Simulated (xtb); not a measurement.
C2H7NSi2, SMILES C([SiH2][SiH3])C#N. All values are semi-empirical tight-binding results from xtb (GFN2-xTB unless named), good for trends rather than for accurate numbers. The structure is a stationary point at GFN2-xTB. The structure was generated by enumeration, and PubChem lists no compound with its InChIKey, so it may never have been made. One conformer was computed; it need not be the lowest.

Optimised geometry:

Bonds (Å): N1–C2 1.145, C2–C3 1.425, C3–Si4 1.931, C3–H6 1.091, C3–H7 1.091, Si4–Si5 2.314, Si4–H8 1.471, Si4–H9 1.469, Si5–H10 1.467, Si5–H11 1.465, Si5–H12 1.462. Angles (°): N1–C2–C3 177.7, C2–C3–Si4 110.1, C2–C3–H6 108.8, C2–C3–H7 108.8, Si4–C3–H6 110.7, Si4–C3–H7 110.3, H6–C3–H7 108.1, C3–Si4–Si5 110.0, C3–Si4–H8 103.1, C3–Si4–H9 105.3, Si5–Si4–H8 115.9, Si5–Si4–H9 115.4, H8–Si4–H9 106.0, Si4–Si5–H10 111.3, Si4–Si5–H11 110.4, Si4–Si5–H12 112.4, H10–Si5–H11 106.9, H10–Si5–H12 107.5, H11–Si5–H12 108.0.

Task: Estimate the properties. (Estimate from the structure and the level; the computed values follow.)

Result: 
```
Item                                            Value
--------------------------------------  -------------
orbital gap                                   4.40 eV
dipole moment                                  3.82 D
zero-point energy                       47.1 kcal/mol
G − E(el) at 298.15 K (modified RRHO)   26.3 kcal/mol
static polarisability (D4 model)           84.9 bohr³
solvation energy, GFN2-xTB/ALPB(water)  -5.6 kcal/mol
solvation energy, GFN2-xTB/ALPB(thf)    -6.7 kcal/mol
```

Computed atomic charges and the Wiberg bond orders between heavy atoms:
charges (e) N1 -0.28, C2 0.10, C3 -0.16, Si4 0.39, Si5 0.37, H6 0.05, H7 0.04, H8 -0.10, H9 -0.09, H10 -0.10, H11 -0.12, H12 -0.10. Bond orders N1–C2 2.80, C2–C3 1.11, C3–Si4 0.81, Si4–Si5 0.85.
